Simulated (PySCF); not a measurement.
PySCF run on CdBr

The script input.py:

```python
from pyscf import gto, scf

mol = gto.M(
    atom='Cd 0 0 0; Br 0 0 2.105',
    basis='sbkjc',
    ecp={'Cd': 'sbkjc', 'Br': 'sbkjc'},
    charge=0,
    spin=1,
    symmetry=True,
    verbose=4,
)
mf = scf.ROHF(mol)
mf.kernel()
mf.mulliken_pop()
mf.dip_moment()
print('orbital energies (hartree):', mf.mo_energy[..., max(0, mol.nelec[1]-3):mol.nelec[0]+3].round(4))
```

```bash
$ python input.py
```

It prints (some set-up lines and the per-cycle HOMO/LUMO lines with their warnings removed):

```
PySCF version 2.14.0

[INPUT] Symbol           X                Y                Z      unit          X                Y                Z       unit  Magmom
[INPUT]  1 Cd     0.000000000000   0.000000000000   0.000000000000 AA    0.000000000000   0.000000000000   0.000000000000 Bohr   0.0
[INPUT]  2 Br     0.000000000000   0.000000000000   2.105000000000 AA    0.000000000000   0.000000000000   3.977873492209 Bohr   0.0

nuclear repulsion = 35.1946838616627
point group symmetry = Coov
symmetry origin: [0.         0.         1.67741653]
symmetry axis x: [1. 0. 0.]
symmetry axis y: [0. 1. 0.]
symmetry axis z: [0. 0. 1.]
num. orbitals of irrep A1 = 15
num. orbitals of irrep E1x = 9
num. orbitals of irrep E1y = 9
num. orbitals of irrep E2x = 3
num. orbitals of irrep E2y = 3
number of shells = 15
number of NR pGTOs = 77
number of NR cGTOs = 39
basis = sbkjc
ecp = {'Cd': 'sbkjc', 'Br': 'sbkjc'}

******** <class 'pyscf.scf.hf_symm.SymAdaptedROHF'> ********
method = SymAdaptedROHF
initial guess = minao
damping factor = 0
level_shift factor = 0
DIIS = <class 'pyscf.scf.diis.CDIIS'>
SCF conv_tol = 1e-09
SCF max_cycles = 50
num. doubly occ = 13  num. singly occ = 1
Freeze 0 electrons in irreps []
    27 free electrons in irreps A1 E1x E1y E2x E2y
init E= -150.900740815359
cycle= 1 E= -148.368567717316  delta_E= 2.53  |g|=  8.4  |ddm|= 18.2
cycle= 2 E= -150.92823506616  delta_E= -2.56  |g|= 10.4  |ddm|= 19.6
cycle= 3 E= -176.682373630876  delta_E= -25.8  |g|= 3.74  |ddm|= 10.9
cycle= 4 E= -177.427474784512  delta_E= -0.745  |g|= 2.49  |ddm|= 8.32
cycle= 5 E= -178.917236477771  delta_E= -1.49  |g|= 1.07  |ddm|= 2.25
cycle= 6 E= -179.119056145661  delta_E= -0.202  |g|= 0.12  |ddm|= 1.06
cycle= 7 E= -179.126019037699  delta_E= -0.00696  |g|= 0.0161  |ddm|= 0.192
cycle= 8 E= -179.126262796331  delta_E= -0.000244  |g|= 0.00611  |ddm|= 0.0435
cycle= 9 E= -179.126286026777  delta_E= -2.32e-05  |g|= 0.000839  |ddm|= 0.013
cycle= 10 E= -179.126286693421  delta_E= -6.67e-07  |g|= 0.000154  |ddm|= 0.00244
cycle= 11 E= -179.12628672086  delta_E= -2.74e-08  |g|= 3.49e-05  |ddm|= 0.00062
cycle= 12 E= -179.126286721612  delta_E= -7.52e-10  |g|= 2.88e-06  |ddm|= 0.000109
Extra cycle  E= -179.126286721618  delta_E= -6.03e-12  |g|= 9.49e-07  |ddm|= 6.69e-06
converged SCF energy = -179.126286721618
 ** Mulliken pop  **
pop of  0 Cd 4s           0.81348
pop of  0 Cd 5s           0.50860
pop of  0 Cd 6s           0.66115
pop of  0 Cd 7s           1.15871
pop of  0 Cd 4px          1.09409
pop of  0 Cd 4py          1.09409
pop of  0 Cd 4pz          1.11573
pop of  0 Cd 5px          0.07259
pop of  0 Cd 5py          0.07259
pop of  0 Cd 5pz          0.32507
pop of  0 Cd 6px          0.02680
pop of  0 Cd 6py          0.02680
[27 lines left out]
 ** Mulliken atomic charges  **
charge of    0Cd =      0.20785
charge of    1Br =     -0.20785
Dipole moment(X, Y, Z, Debye):  0.00000,  0.00000, -2.27188
orbital energies (hartree): [-0.461  -0.4141 -0.4141 -0.1318  0.0642  0.0642  0.1254]
```

In short: E(SCF) = -179.126287 Eh, 12 cycles, μz(SCF) = -2.27 D.

Wall time 0.61 s on one thread of a shared host.

The bond length is a typed value, not an optimised one. No search for the lowest solution was made.
